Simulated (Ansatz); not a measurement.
W6⁺. The state is a doublet with charge 1. Geometry PBE-D4/def2-SVP.

```xyz
6

W     1.2401    0.7749   -0.4276
W    -0.1480   -0.7251   -1.6986
W    -0.1872    1.6651    1.3573
W     1.3446   -1.6853   -0.0397
W    -0.5953   -0.7859    1.1617
W    -1.6541    0.7564   -0.3530
```

In the def2 sets W takes a core potential; there is no spin–orbit coupling. HSE06 is defined as in plane-wave codes, on full-range PBE exchange. At r2SCAN-D4/def2-TZVP, PBE0-D4/def2-TZVP, HSE06-D4/def2-TZVP the charge 1 doublet is spin-contaminated (final ⟨S²⟩ up to 1.09, 0.75 for a pure state). The structure comes from a short search, and lower isomers may exist.

Estimate the α-spin orbital energies around the gap (eV) in Ansatz with PBE-D4/def2-SVP, PBE-D4/def2-TZVP, r2SCAN-D4/def2-TZVP, PBE0-D4/def2-TZVP, HSE06-D4/def2-TZVP.


```tsv
orbital	PBE-D4/def2-SVP	PBE-D4/def2-TZVP	r2SCAN-D4/def2-TZVP	PBE0-D4/def2-TZVP	HSE06-D4/def2-TZVP
HOMO−9	-10.11	-9.97	-10.13	-10.85	-10.47
HOMO−8	-10.10	-9.95	-10.04	-10.80	-10.42
HOMO−7	-9.85	-9.72	-9.90	-10.55	-10.17
HOMO−6	-9.69	-9.55	-9.70	-10.47	-10.09
HOMO−5	-9.47	-9.33	-9.42	-10.12	-9.74
HOMO−4	-9.08	-8.95	-9.04	-9.65	-9.29
HOMO−3	-8.89	-8.80	-8.95	-9.53	-9.16
HOMO−2	-8.12	-8.08	-8.19	-8.70	-8.34
HOMO−1	-7.71	-7.64	-7.77	-8.29	-7.92
HOMO	-7.43	-7.39	-7.54	-8.00	-7.64
LUMO	-7.12	-7.10	-6.81	-6.22	-6.58
LUMO+1	-6.96	-6.92	-6.75	-6.21	-6.56
LUMO+2	-6.89	-6.85	-6.52	-5.87	-6.23
LUMO+3	-6.76	-6.72	-6.52	-5.86	-6.23
LUMO+4	-6.70	-6.69	-6.45	-5.80	-6.19
LUMO+5	-6.55	-6.51	-6.15	-5.54	-5.91
β HOMO	-7.64	-7.55	-7.56	-8.06	-7.71
β LUMO	-7.07	-7.05	-6.81	-6.21	-6.57
```
